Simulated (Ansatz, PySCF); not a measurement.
Process, species as SMILES: NB(Cl)Cl → [NH]B(Cl)Cl + H atom (the H-N bond at the site shown breaks; other sites are not compared here)
Each molecule is optimised on its own at B3LYP-D3(BJ)/def2-TZVP (Ansatz, a quantum-chemistry and plane-wave program), one conformer each, not searched for the lowest.
Geometry of the first species:
SMILES: B(N)(Cl)Cl
```xyz
6

N     -1.7061    -0.3020     0.0927
B     -0.3439    -0.0609     0.0187
Cl     0.2555     1.5570    -0.3781
Cl     0.8112    -1.3682     0.3201
H     -2.0820    -1.2082     0.3154
H     -2.3906     0.4165    -0.0724
```
Charge 0, spin multiplicity 1.

Wanted: bond dissociation energy (enthalpy at 298 K, with B3LYP-D3(BJ) rigid-rotor harmonic-oscillator terms from PySCF), in kcal/mol. Valence correlation only, unless marked. Open shells are spin-unrestricted. No spin-orbit coupling. Non-relativistic. Basis-set limits of correlation are two-point, X^-3; Hartree-Fock from the larger set (for Q and 5 zeta extrapolated as (X+1)exp(-9√X)).

| level | program | bond dissociation energy (kcal/mol) |
|---|---|---|
| HF/aug-cc-pV(D+d)Z | Ansatz | 88.5 |
| PBE-D3(BJ)/def2-TZVPD | Ansatz + dftd3 | 113.7 |
| LC-wPBE-D3(BJ)/def2-TZVPD | Ansatz + dftd3 | 116.5 |
| SCS-MP2/cc-pV(5+d)Z | Ansatz | 122.8 |

What does CCSD(T)/CBS(cc-pV(Q+d)Z,cc-pV(5+d)Z) (Ansatz) give?

119.8 kcal/mol, so SCS-MP2/cc-pV(5+d)Z differs from it by 3.0 kcal/mol.
